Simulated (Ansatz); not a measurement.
Geometry optimisation, Ansatz, RKS B3LYP/def2-SVP.

Input file:

```yaml
crystal:
  periodic: [false, false, false]
  atoms:
    - { symbol: Si, position_ang: [-0.6141, -0.6516, -0.2886] }
    - { symbol: Cl, position_ang: [1.6754, -0.6768, -1.2669] }
    - { symbol: Cl, position_ang: [-1.0205, -2.281, -1.4719] }
    - { symbol: Cl, position_ang: [-0.9044, -1.4304, 1.5631] }
    - { symbol: Cl, position_ang: [-1.9452, 0.6998, -1.007] }
    - { symbol: H, position_ang: [1.5335, 0.6479, -0.1228] }
    - { symbol: "N", position_ang: [0.4599, 0.9489, 0.606] }
    - { symbol: H, position_ang: [0.1427, 1.886, 0.3983] }
    - { symbol: H, position_ang: [0.6727, 0.857, 1.5898] }
basis:
  gaussian: { orbitals: def2-SVP }
hamiltonian:
  xc: b3lyp
relax:
  f_tol: 0.15
  max_steps: 25
  restrain:
    - { distance: [0, 6], at: 1.82, k: 30.0 }
    - { distance: [5, 1], at: 1.33, k: 30.0 }
    - { distance: [0, 1], at: 3.43, k: 30.0 }
    - { distance: [5, 6], at: 2.32, k: 30.0 }
output:
  orbitals: {}
```

Run as:

```bash
$ ansatz run input.yaml --threads 4 --pin off --max-ram 5120MiB --backend cpu --events-out ev --progress --plain --runs-dir out
```

**Question.** Where does it end, and by what steps?

**Answer.** The forces met the threshold. The restraints hold the end off the free minimum; the threshold counts their pulls, which the force column leaves out. Restrained pairs: Si1–N7 (2.12 → 1.78 Å), Cl2–H6 (1.76 → 1.31 Å), Si1–Cl2 (2.49 → 3.44 Å), H6–N7 (1.33 → 2.32 Å). After 17 steps the energy has fallen by 1.183 eV (the restraints' own energy left out); Cl2 moved furthest, 1.42 Å.

```tsv
step	energy less start (eV)	largest force component (eV/Å)	accepted
0	0.0000	2.771	yes
1	0.9011	2.631	yes
2	0.8826	2.661	yes
3	0.1524	1.560	yes
4	-0.4190	1.045	yes
5	-0.7019	0.984	yes
6	-0.8533	0.861	yes
7	-0.8768	0.857	yes
8	-0.9126	0.911	yes
9	-0.9416	1.240	yes
10	-1.0386	0.828	yes
11	-1.0970	0.952	yes
12	-1.1651	0.800	yes
13	-1.1807	0.791	yes
14	-1.1254	1.311	no
15	-1.1742	0.839	no
16	-1.1806	0.824	yes
17	-1.1832	0.838	yes
```

```xyz
9
Properties=species:S:1:pos:R:3
Si -0.840 -0.473 0.124
Cl 1.614 0.480 -2.096
Cl -0.119 -2.227 -0.669
Cl -2.106 -1.024 1.669
Cl -1.919 0.558 -1.284
H 1.957 0.131 -0.878
N 0.446 0.531 0.832
H 0.523 1.473 0.452
H 0.445 0.550 1.850
```

Run time: 70 s on 4 threads of Arm Neoverse N1, with other jobs on the host, peak memory 0.33 GiB.
